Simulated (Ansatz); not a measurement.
CH9GeNSi (`C[SiH2][NH][GeH3]`). The species carries charge 0 and has multiplicity 1.

Z-matrix (Å, degrees):
```
C
Si 1 1.866
H 1 1.093 2 110.6
H 1 1.092 2 111.0 3 120.5
H 1 1.094 2 110.9 3 -119.3
N 2 1.722 1 111.7 3 180.0
H 2 1.495 1 107.8 3 55.6
H 2 1.489 1 111.1 3 -62.1
Ge 6 1.837 2 127.3 1 139.4
H 6 1.010 2 117.1 1 -56.5
H 9 1.539 6 108.1 2 -151.8
H 9 1.544 6 112.0 2 88.4
H 9 1.534 6 107.1 2 -31.9
```

Q: List the harmonic frequencies (cm⁻¹, unscaled) at PBE0-D4/def2-TZVP in Ansatz. (Best estimate.)

A: The calculation gave: 29, 44, 144, 179, 211, 339, 491, 544, 620, 630, 695, 749, 792, 838, 867, 878, 891, 927, 951, 966, 1193, 1274, 1447, 1449, 2122, 2149, 2172, 2175, 2212, 3046, 3127, 3139, 3610.

Q: Is this a minimum?

A: Yes, all 33 modes are real.

Q: Give the ideal-gas thermochemistry at 298.15 K and 1 bar (rigid rotor, harmonic oscillator; point group C1, symmetry number 1).

A: Zero-point energy 244.6 kJ/mol; H(298) − E = 268.5 kJ/mol; entropy 381.2 J/(mol·K), of which translation 170.1, rotation 114.1, vibration 97.0; G(298) − E = 154.9 kJ/mol. Modes under 100 cm⁻¹ are hindered rotations or soft bends, so the harmonic entropy is rough.

Q: And at 400, 500, 600, 800 and 1000 K?

A: 
```
T (K)  H − E (kJ/mol)  S (J/mol/K)  G − E (kJ/mol)
  400           282.7        421.9           114.0
  500           299.1        458.4            69.9
  600           317.5        491.8            22.4
  800           358.8        551.0           -82.1
 1000           404.7        602.2          -197.5
```

Q: Rotational constants (cm⁻¹)?

A: 0.4343, 0.04018, 0.03909.
